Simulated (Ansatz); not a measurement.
Al₃O₉H₉⁺, a hydroxylated oxide cluster. Total charge 1; doublet. Geometry r2SCAN-D4/def2-SVP; atoms count from 1.

```csv
atom,x (Å),y (Å),z (Å)
Al1,-1.287,0.403,-1.236
Al2,0.538,0.791,1.323
Al3,0.473,-1.640,-0.690
O4,1.784,2.221,1.371
O5,-2.451,0.891,-0.006
O6,0.260,0.146,-0.292
O7,-0.878,1.642,1.891
O8,-1.390,1.415,-2.595
O9,1.599,-2.115,-1.863
O10,1.369,-0.329,2.354
O11,0.462,-2.365,0.899
O12,-1.160,-1.406,-1.515
H13,1.489,3.134,1.534
H14,2.647,2.089,1.801
H15,-3.208,1.444,-0.250
H16,-1.731,1.304,1.510
H17,-0.950,1.452,-3.448
H18,2.466,-2.525,-1.846
H19,1.131,-1.265,2.134
H20,0.442,-3.313,1.080
H21,-1.604,-1.974,-2.158
```

Single mean-field runs in def2-TZVP are fitted with def2-universal-jkfit.

(1) Estimate the Mulliken populations from the PBE0/def2-TZVP orbitals of Ansatz.

(2) Where does the spin sit?

(3) And the Mayer bond orders between heavy atoms (over 0.3)?

Answers

(1) 
| atom | charge (e) | spin (α − β) |
| --- | --- | --- |
| Al1 | 0.66 | -0.01 |
| Al2 | 0.62 | -0.05 |
| Al3 | 0.69 | 0.00 |
| O4 | -0.47 | 0.00 |
| O5 | -0.59 | 0.15 |
| O6 | -0.34 | 0.00 |
| O7 | -0.32 | 0.51 |
| O8 | -0.54 | 0.03 |
| O9 | -0.56 | 0.00 |
| O10 | -0.39 | 0.36 |
| O11 | -0.64 | 0.03 |
| O12 | -0.46 | 0.00 |
| H13 | 0.41 | 0.00 |
| H14 | 0.41 | 0.00 |
| H15 | 0.37 | 0.00 |
| H16 | 0.39 | -0.01 |
| H17 | 0.34 | 0.00 |
| H18 | 0.33 | 0.00 |
| H19 | 0.38 | -0.01 |
| H20 | 0.35 | 0.00 |
| H21 | 0.37 | 0.00 |
Mulliken values depend strongly on the basis.

(2) Summed by element: Al -0.06, O 1.09, H -0.03, of 1 unpaired in all. Largest on single atoms: O7 0.51, O10 0.36, O5 0.15.

(3) Al1–O5 0.91 (1.76 Å); Al1–O6 0.73 (1.83 Å); Al1–O8 1.28 (1.70 Å); Al1–O12 0.70 (1.84 Å); Al2–O4 0.59 (1.90 Å); Al2–O6 0.97 (1.76 Å); Al2–O7 0.99 (1.75 Å); Al2–O10 1.10 (1.73 Å); Al3–O6 0.71 (1.84 Å); Al3–O9 1.25 (1.69 Å); Al3–O11 0.98 (1.75 Å); Al3–O12 0.67 (1.84 Å).
